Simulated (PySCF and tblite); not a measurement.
The numbers below are computed, except where a source is named.
Stationary points of C₅H₇FO at B3LYP-D3(BJ)/def2-SVP, in Å:

Structure A

```
 1 O     2.505    0.251    0.579
 2 C     1.339    0.128    0.310
 3 C     0.562   -1.193    0.262
 4 C    -0.908   -0.782    0.129
 5 C    -0.854    0.555   -0.620
 6 F    -2.012    1.286   -0.438
 7 C     0.375    1.261   -0.052
 8 H     0.917   -1.741   -0.630
 9 H     0.799   -1.821    1.133
10 H    -1.542   -1.525   -0.376
11 H    -1.347   -0.584    1.121
12 H    -0.738    0.386   -1.707
13 H     0.846    2.009   -0.705
14 H     0.084    1.768    0.885
```

Structure B

```
 1 O     2.470    0.259    0.664
 2 C     1.315    0.132    0.351
 3 C     0.458   -1.125    0.536
 4 C    -0.793   -0.871   -0.313
 5 C    -0.972    0.650   -0.260
 6 F    -1.526    0.983    0.977
 7 C     0.445    1.205   -0.320
 8 H     1.029   -2.030    0.287
 9 H     0.201   -1.181    1.607
10 H    -0.624   -1.174   -1.360
11 H    -1.695   -1.387    0.045
12 H    -1.644    1.044   -1.038
13 H     0.783    1.310   -1.366
14 H     0.553    2.184    0.168
```

Structure C

```
 1 O     2.578    0.122    0.070
 2 C     1.377    0.081    0.139
 3 C     0.533   -1.144    0.486
 4 C    -0.860   -0.870   -0.107
 5 C    -0.917    0.634   -0.492
 6 F    -1.960    1.263    0.174
 7 C     0.424    1.250   -0.096
 8 H     1.022   -2.059    0.123
 9 H     0.506   -1.211    1.587
10 H    -1.045   -1.496   -0.992
11 H    -1.674   -1.066    0.605
12 H    -1.113    0.757   -1.570
13 H     0.840    1.982   -0.802
14 H     0.290    1.758    0.876
```

The path came from a restrained scan, a climbing-image band and a saddle search at GFN2-xTB; energies are PBE0/pcSseg-1 + D3(BJ)//B3LYP-D3(BJ)/def2-SVP, thermal terms GFN2-xTB.

Task: Which structure is a saddle point, and along which motion?

Result: C: one imaginary mode (100i cm⁻¹ at GFN2-xTB, mostly on C4, F6, C3), along the inversion of the 5-membered ring (2–3–4–5–7).

Task: Give their symmetry and energies above the lowest.

Result: A C1, 1.2 kcal/mol; B C1, 0.0 kcal/mol; C C1, 3.5 kcal/mol.
